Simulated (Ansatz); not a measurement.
A structure relaxed at PBE0-D4/def2-TZVP, charge 0, multiplicity 1:

```xyz
7

C     0.327   -0.290    0.846
Al   -0.495    0.225   -0.832
Br    0.724    1.367   -2.362
H    -0.226    0.138    1.689
H     1.367    0.031    0.921
H     0.293   -1.378    0.972
H    -1.989   -0.093   -1.234
```

(1) Give its formula and SMILES.

(2) Point group (tolerance 0.08 Å, 0.16 Å for H)?

(3) Summarise the bond lengths by kind.

Answers

(1) CH4AlBr, `[CH3][AlH][Br]`.

(2) Cs.

(3) 1 × Al–C 1.938 Å; 3 × C–H 1.091 to 1.095 Å; 1 × Al–Br 2.266 Å; 1 × Al–H 1.579 Å.

Results of the Gaussian-basis code of Ansatz.
